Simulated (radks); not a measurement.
Q: Cd+, configuration [Kr] 4d10 5s1. Method: Dirac Kohn-Sham, Slater X-alpha with alpha = 0.667, spin-unpolarised, spherical densities, finite nucleus; Fermi nuclear charge, rms radius 4.6087 fm; computed with a radial shooting solver on a logarithmic mesh with Libxc functionals. Some entries of the table are withheld. Estimate them.

orbital  occ.  eigenvalue (Ry)  <r> (bohr)  <r^2> (bohr^2)
1s1/2       2        -1946.404     0.03043        0.001252
2s1/2       2        -289.3864      0.1314             (1)
2p1/2       2        -269.6025         (2)         0.01521
2p3/2       4        -255.4790         (3)         0.01653
3s1/2       2        -54.32641      0.3588          0.1474
3p1/2       2        -46.38603      0.3499          0.1424
3p3/2       4        -43.86445      0.3610          0.1513
3d3/2       4        -29.75314         (4)          0.1321
3d5/2       6        -29.24024         (5)          0.1347
4s1/2       2         -8.31306      0.8790             (6)
4p1/2       2         -5.76088      0.9389           1.011
4p3/2       4         -5.32772      0.9707           1.081
4d3/2       4              (7)       1.270             (8)
4d5/2       6              (9)       1.289            (10)
5s1/2       1         -0.90691       2.662           8.076

A: 
(1) 2s1/2 <r^2> (bohr^2): 0.02041
(2) 2p1/2 <r> (bohr): 0.1113
(3) 2p3/2 <r> (bohr): 0.1164
(4) 3d3/2 <r> (bohr): 0.3330
(5) 3d5/2 <r> (bohr): 0.3365
(6) 4s1/2 <r^2> (bohr^2): 0.8764
(7) 4d3/2 eigenvalue (Ry): -1.44612
(8) 4d3/2 <r^2> (bohr^2): 1.956
(9) 4d5/2 eigenvalue (Ry): -1.39420
(10) 4d5/2 <r^2> (bohr^2): 2.019
